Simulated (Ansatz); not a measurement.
Cost and result for the atomization energy of `C[Se]CC=N` (12 atoms, 11 bonds).

```xyz
12

C     0.858   -1.367    0.989
Se    0.436    0.476    1.441
C     0.270    1.133   -0.379
C    -0.983    0.725   -1.107
N    -2.004    0.151   -0.647
H     1.800   -1.411    0.444
H     0.959   -1.905    1.931
H     0.055   -1.809    0.403
H     0.314    2.224   -0.315
H     1.151    0.822   -0.947
H    -0.980    0.981   -2.172
H    -1.877   -0.021    0.358
```

Total charge 0; spin multiplicity 1. Correlated methods include outer-core shells of Se, which these sets cover unevenly. Scalar relativity is left out up to krypton. The structure was optimised at the PBE0-D4/def2-TZVP level. It is one conformer, not always the lowest. Program: Ansatz. All runs use 4 threads of an Arm Neoverse V2 on a shared host. Times are those of one run each, without the atoms' runs, and a repeat can differ threefold. Electronic energies, without spin–orbit coupling; frozen cores. CCSD(T)/CBS adds CCSD(T) − MP2 in def2-TZVPP to the MP2 limit, and its time is that of the two runs behind it. T1 = 0.010. With those shells the extrapolation isn't a true limit. B3LYP takes the VWN-RPA correlation (the form of Gaussian; ORCA's B3LYP/G).

CCSD(T)/CBS is a level of theory with its own doubt, some kJ/mol a heavy atom from the limit and from the frozen cores, so smaller differences don't rank the functionals.

| level | functions | wall time | atomization (kJ/mol) | difference from CCSD(T)/CBS | per bond |
| --- | --- | --- | --- | --- | --- |
| PBE-D4/def2-TZVPP (with forces) | 270 | 2.9 s | 4623.0 | 126.8 | 11.5 |
| PBE0-D4/def2-TZVPP | 270 | 3.6 s | 4526.1 | 29.9 | 2.7 |
| r2SCAN-D4/def2-TZVPP (with forces) | 270 | 5.5 s | 4497.7 | 1.5 | 0.1 |
| B3LYP-D4/def2-TZVPP (with forces) | 270 | 5.5 s | 4505.8 | 9.6 | 0.9 |
| B2PLYP/def2-TZVPP | 270 | 6.5 s | 4449.3 | -46.9 | -4.3 |
| ωB97X-V/def2-TZVPP | 270 | 8.5 s | 4504.0 | 7.8 | 0.7 |
| ωB97M-V/def2-TZVPP (with forces) | 270 | 12 s | 4501.1 | 4.9 | 0.5 |
| MP2/def2-QZVPP | 527 | 31 s | 4507.6 | 11.4 | 1.0 |
| CCSD(T)/def2-TZVPP | 270 | 5.1 min | 4378.2 | -118.0 | -10.7 |
| CCSD(T)/CBS(def2) | – | 5.7 min | 4496.2 | 0.0 | 0.0 |

From PBE to PBE0 (25 % exact exchange), in def2-TZVPP and without D4, the atomization energy moves by −92.8 kJ/mol: exact exchange takes away binding that semilocal exchange gives to molecules. In def2-TZVPP, CCSD(T) changes the Hartree–Fock value by +1210.0 kJ/mol (the triples alone add +77.7 kJ/mol) and MP2 by +1270.3 kJ/mol; breaking electron pairs costs correlation energy, which Hartree–Fock lacks. The D4 term adds +42.5 kJ/mol with B3LYP and +22.3 kJ/mol with PBE0; it sums over pairs of atoms, weighted by their polarisabilities, and B3LYP, whose exchange is more repulsive, gets the larger term.
